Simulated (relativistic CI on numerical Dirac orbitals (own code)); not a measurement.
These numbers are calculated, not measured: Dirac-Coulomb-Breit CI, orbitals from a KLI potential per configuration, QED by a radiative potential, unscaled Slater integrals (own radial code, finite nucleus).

The strongest absorption lines from the ground level of an ion, among the configurations computed and to levels below about 399 eV (vacuum wavelength in nm, gf): 3.1164 (0.65), 3.1173 (0.14), 4.6697 (0.3), 4.6928 (1), 4.7168 (13), 4.7638 (9.2), 5.0117 (12), 5.6366 (0.23).

Task: Which ion is it?
A. W27+
B. Os29+
C. Pt31+
D. W29+

Result: A. W27+ has 47 electrons and the ground level 4s²4p⁶4d¹⁰4f ²F°5/2; the strongest line goes to 4s²4p⁶4d⁹4f² ²F5/2. The pattern of lines fixes the number of electrons, and along that sequence the line energies rise steadily with the charge (about as its square where n changes within one kind of shell, about linearly where n is kept but much faster in heavy ions where fine structure, which grows about as Z⁴, sets the gap, and irregularly where shells cross), which fixes Z. Configurations outside the model, such as inner-shell arrays, can give stronger lines. At this charge energies of transitions that change n are usually good to better than 1 %, and those within a shell (Δn = 0) to a few per cent.

LS names give the leading component of a level, which can be under half, so a name can repeat, a term be missing and a line seem to break the LS rules.
